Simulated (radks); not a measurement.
Task: Species: Bi2+. Configuration: [Hg] 6p1 (the NIST ground configuration). Calculated with a radial shooting solver on a logarithmic mesh with Libxc functionals: scalar-relativistic Kohn-Sham, exchange-only LDA, spin-polarised, spherical densities, point nucleus; open shells are filled with parallel spins first (spin-orbit coupling, left out, can overturn this in heavy ions). Some entries of the table are withheld. Estimate them.

orbital,occ.,eigenvalue (eV),r(max) (bohr),<r^2> (bohr^2)
1s up,1,-90632.65,0.009660,0.0003463
1s down,1,-90632.63,0.009660,0.0003463
2s up,1,-16297.92,0.05621,0.005246
2s down,1,-16297.91,0.05621,0.005246
2p up,3,-13946.14,0.04692,0.004488
2p down,3,-13946.13,0.04692,0.004488
3s up,1,-3945.578,0.1586,0.03373
3s down,1,-3945.569,0.1586,0.03373
3p up,3,-3273.959,0.1589,0.03505
3p down,3,-3273.949,0.1589,0.03505
3d up,5,-2599.128,0.1294,0.02903
3d down,5,-2599.119,0.1294,0.02903
4s up,1,-916.9433,0.3559,0.1606
4s down,1,-916.9283,0.3559,0.1606
4p up,3,-696.9009,0.3761,0.1844
4p down,3,-696.8842,0.3761,0.1844
4d up,5,-445.5913,0.3816,0.2062
4d down,5,-445.5728,0.3816,0.2062
5s up,1,-173.9195,0.7697,0.7720
5s down,1,-173.8781,0.7697,0.7718
4f up,7,-168.6699,0.3416,0.2324
4f down,7,-168.6494,0.3416,0.2324
5p up,3,-111.8796,0.8594,1.013
5p down,3,-111.8253,0.8595,1.012
5d up,5,-43.1411,1.034,1.758
5d down,5,-42.9495,1.033,1.736
6s up,1,-30.1454,1.845,4.871
6s down,1,-29.2476,1.830,4.775
6p up,1,(1),2.303,7.835
6p down,0,(2),2.277,7.769

Result: 
(1) 6p up eigenvalue (eV): -18.8592
(2) 6p down eigenvalue (eV): -17.6789
